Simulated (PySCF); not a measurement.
## Mayer bond orders and bond lengths

Cyclo-(F2SiS)2.
Z-matrix (Å and degrees, PBE0-D3(BJ)/def2-SVP geometry), rows numbered from 1:
```
Si
F   1  1.6025
F   1  1.6027  2  105.08
S   1  2.1228  2  112.72  3   123.05
Si  4  2.1225  1   78.84  2   120.56
F   5  1.6025  4  112.86  1  -120.64
F   5  1.6027  4  112.63  1   120.57
S   1  2.1225  2  112.67  3  -123.22
```

Bond orders from the PBE0/pcSseg-1 density (PySCF). One conformer (not necessarily the lowest) at the PBE0-D3(BJ)/def2-SVP geometry, without solvent, vibrations or thermal averaging.

(1) Give the Mayer order of every bond, beside its length.

(2) Sum the orders of all bonds at each heavy atom with more than one neighbour.

Answers

(1) 
```tsv
bond	length (Å)	Mayer order
Si1–F2	1.603	0.997
Si1–F3	1.603	0.997
Si1–S4	2.123	0.968
Si1–S8	2.122	0.969
S4–Si5	2.122	0.969
Si5–F6	1.603	0.997
Si5–F7	1.603	0.997
Si5–S8	2.123	0.968
```

(2) Si1 3.931, S4 1.937, Si5 3.931, S8 1.937. Orders between atoms that aren't bonded are not in these sums.

For a closed shell the Mayer order of atoms A and B is Σ (PS)μν (PS)νμ over the basis functions μ on A and ν on B, with P the density and S the overlap matrix.
